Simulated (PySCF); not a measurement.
**Pr2N2 at several levels of theory**

Computed with PySCF 2.14.0 (density fitting, no spin-orbit coupling) at the geometry relaxed with TPSS:

```xyz
4
Pr2N2 (singlet in the valence; each metal's 4f electrons, 2 of them, lie in its core potential, out of spins and levels)
Pr    0.0000    0.0000    1.5948
Pr    0.0000    0.0000   -1.5948
N     1.4189    0.0000    0.0000
N    -1.4189    0.0000    0.0000
```

| level | basis | state | HOMO (eV) | gap (eV) | charge on Pr1 (e) | population of f-type functions on Pr1 (polarisation alone where 4f lies in the core) | dipole about the centre of mass (D) | largest force component (eV/Å) |
| --- | --- | --- | --- | --- | --- | --- | --- | --- |
| TPSS | Pr lcecp-1-SVP with ECP48, N def2-SVP | singlet | -3.29 | 1.52 | 0.53 | 0.07 | 0.00 | 0.01 |
| r2SCAN | the same | singlet | -3.47 | 1.89 | 0.56 | 0.07 | 0.00 | 0.38 |
| TPSS | Pr lcecp-1-TZVP with ECP48, N def2-TZVP | singlet | -3.27 | 1.51 | 0.87 | 0.07 | 0.00 | 0.12 |

In the lcecp rows the 4f levels are missing from HOMO and gap, and the state counts the valence alone.

Charges are Mulliken's, which hang on the basis. The relaxation used the grid (50, 194), these runs (75, 302) or, all-electron (x2c bases, spin-free X2C Hamiltonian), (99, 590).

**Question.** A further run in the first row's basis gives HOMO (eV) -6.23, gap (eV) 6.48, charge on Pr1 (e) 0.57, population of f-type functions on Pr1 (polarisation alone where 4f lies in the core) 0.08, dipole about the centre of mass (D) 0.00, largest force component (eV/Å) 1.08. Which level was it?
A. wB97X
B. revPBE
C. B3LYP

**Answer.** A. The others give HOMO -3.35 eV (revPBE); -4.15 eV (B3LYP).

In the first row's basis the gap widens with exact exchange: 1.4 to 1.9 eV for revPBE, TPSS, r2SCAN (none); 2.5 eV for B3LYP (a fixed share); 6.5 eV for wB97X (rising or full at long range).

No frequency check is given that shows the relaxed geometry to be a minimum. An lcecp potential fixes the number of 4f electrons, so in runs with it no electron can move into or out of that shell.
